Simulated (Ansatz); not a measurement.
Isolated molecules relaxed with PBE0-D4/def2-TZVP in Ansatz; ΔE leaves out vibrations. CCSD(T)/CBS is the MP2 limit (def2-TZVPP, def2-QZVPP) plus CCSD(T) − MP2 in def2-TZVPP, frozen cores. DFT in def2-TZVPP. B3LYP here is the variant with VWN-RPA as its local correlation; programs differ in this. For Ga, K outer-core shells are correlated without core-valence functions, which leaves a few kJ/mol of doubt a bond. Scalar relativity is left out up to krypton. One conformer a species, not always the lowest.

Consider the substitution at a C–Ga bond: `[CH3][Ga]([CH3])[CH]=O` + `[SH][K]` → `C[S][K]` + `[CH3][GaH][CH]=O`.

`[CH3][Ga]([CH3])[CH]=O`:

```xyz
12

C    -1.465   -0.470    1.168
Ga    0.104   -0.071    0.048
C     0.754    1.735   -0.386
C     0.962   -1.623   -0.930
O     0.458   -1.854   -2.009
H    -1.967    0.434    1.513
H    -1.172   -1.060    2.040
H    -2.178   -1.073    0.599
H     0.822    1.852   -1.471
H     0.105    2.515    0.013
H     1.761    1.882    0.015
H     1.816   -2.266   -0.599
```

`[SH][K]`:

```xyz
3

S    -0.263   -0.363   -0.894
K    -0.509    1.420    1.284
H     0.772   -1.057   -0.390
```

`C[S][K]`:

Cartesian coordinates in Å:
```
C -0.036 -0.409 -0.622
S 0.018 1.260 0.098
K 0.162 1.442 2.897
H -0.092 -0.334 -1.711
H -0.911 -0.971 -0.285
H 0.858 -0.988 -0.376
```

`[CH3][GaH][CH]=O`:

Cartesian coordinates in Å:
```
C -0.103 1.367 -0.708
Ga -0.629 -0.439 -0.145
C 0.689 -1.512 0.948
O 0.737 -1.169 2.108
H -0.966 2.016 -0.860
H 0.563 1.816 0.031
H 0.448 1.308 -1.652
H -2.075 -1.026 -0.336
H 1.336 -2.361 0.615
```

```tsv
level	ΔE (kcal/mol)	difference from CCSD(T)/CBS
r2SCAN-D4	18.3	-1.0
B3LYP-D4	17.5	-1.8
ωB97X-V	17.6	-1.7
ωB97M-V	18.2	-1.1
PBE	17.1	-2.2
PBE0	17.6	-1.7
B3LYP	17.5	-1.8
SCS-MP2/def2-TZVPP	18.6	-0.7
SCS-MP2/def2-QZVPP	18.6	-0.7
HF/CBS(def2)	17.0	-2.3
CCSD(T)/CBS	19.3	0
```

Largest T1 diagnostic among the species: 0.015.

In def2-TZVPP, CCSD(T) changes the Hartree–Fock value by +2.1 kcal/mol (the triples alone add −0.0 kcal/mol) and MP2 by +2.6 kcal/mol.
